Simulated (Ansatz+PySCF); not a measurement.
The numbers below are computed, except where a source is named.
**Cu+NH3 → Cu+ + NH3**

Cu+NH3 (charge 1, multiplicity 1):
```yaml
atoms:
  - { symbol: N, position_ang: [0.0000, 0.0000, -1.4161] }
  - { symbol: H, position_ang: [0.9449, 0.0000, -1.8120] }
  - { symbol: H, position_ang: [-0.4725, 0.8183, -1.8120] }
  - { symbol: H, position_ang: [-0.4725, -0.8183, -1.8120] }
  - { symbol: Cu, position_ang: [0.0000, 0.0000, 0.5293] }
```

NH3 (charge 0, multiplicity 1):
```xyz
4

N     0.0000    0.0000    0.1216
H     0.9358    0.0000   -0.2837
H    -0.4679    0.8105   -0.2837
H    -0.4679   -0.8105   -0.2837
```

Shapes relaxed with PBE0/def2-SVP. Single points in def2-SVP with Ansatz (development build ahead of 0.2.0), no zero-point energy. Correlated methods freeze no orbital on H to Be, one on B to Mg, five on Al to Zn, nine on Ga to Sr.

```tsv
method	reaction energy
CCSD (restricted)	55.27 kcal/mol
HF (restricted)	43.93 kcal/mol
MP2 (restricted)	58.01 kcal/mol
PBE (restricted)	70.50 kcal/mol
PBE0 (restricted)	63.44 kcal/mol
r2SCAN (restricted)	68.43 kcal/mol
wB97X (restricted)	64.16 kcal/mol
```

Question: What does CCSD(T) (restricted) give?

Answer: 56.07 kcal/mol.
